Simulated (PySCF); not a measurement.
PySCF input for C2H7ClOSi, SMILES [SiH2]([C@H](O)C)Cl, C-PCM-M06-2X/def2-SVP. The structure is a stationary point at r2SCAN-D4/def2-SVP. The structure was generated by enumeration; whether it is a known compound was not checked. The values are those of a single conformer.

```python
import numpy as np
from pyscf import gto, scf, dft
from pyscf.solvent import pcm

mol = gto.M(
    atom='''
    C    -2.33310856   -0.62287791    0.72285060
    C    -1.20879411    0.13771471    0.02599546
    O    -1.11880417    1.49041187    0.47231162
    Si    0.48236622   -0.71058510    0.21887578
    Cl    1.90359313    0.26110528   -0.93478230
    H    -2.12731906   -0.74985093    1.80067921
    H    -2.47684272   -1.62607815    0.28984806
    H    -3.27789935   -0.06383807    0.62608262
    H    -1.43426779    0.20468669   -1.05374958
    H    -0.93868157    1.47137359    1.42312976
    H     0.45516565   -2.14784085   -0.18267577
    H     0.88748407   -0.59136616    1.65215463
    ''',
    basis='def2-SVP',
    charge=0,
    spin=0,
    max_memory=1600,
    verbose=3,
)
mf = dft.RKS(mol, xc='m06-2x').density_fit(auxbasis='def2-universal-jkfit')
mf.grids.level = 4
mf.conv_tol = 1e-9
mf.max_cycle = 100
mf.kernel()
res = {}
for name, eps in {'water': 78.355, 'ethylethanoate': 5.9867, 'tetrahydrofuran': 7.4257}.items():
    s = mf.PCM()
    s.with_solvent.method, s.with_solvent.eps, s.with_solvent.lebedev_order = 'C-PCM', eps, 29
    s.kernel(mf.make_rdm1())
    res[name] = (s.e_tot, eps, s.dip_moment(), s.mo_energy, s.converged)
    print(f'{name}: electrostatic solvation free energy {(s.e_tot - mf.e_tot) * 627.509474:.3f} kcal/mol')
```

Log of the run:

```
converged SCF energy = -904.918898917086

WARN: PCM is an experimental feature. It is still in testing.
Features and APIs may be changed in the future.

converged SCF energy = -904.928053565594
Dipole moment(X, Y, Z, Debye): -1.92677, -2.15339,  2.11415
water: electrostatic solvation free energy -5.745 kcal/mol

WARN: PCM is an experimental feature. It is still in testing.
Features and APIs may be changed in the future.

converged SCF energy = -904.926445651877
Dipole moment(X, Y, Z, Debye): -1.86039, -2.05671,  2.01165
ethylethanoate: electrostatic solvation free energy -4.736 kcal/mol

WARN: PCM is an experimental feature. It is still in testing.
Features and APIs may be changed in the future.

converged SCF energy = -904.926776579379
Dipole moment(X, Y, Z, Debye): -1.87401, -2.07628,  2.03235
tetrahydrofuran: electrostatic solvation free energy -4.943 kcal/mol
```

The calculation finished and met its thresholds.
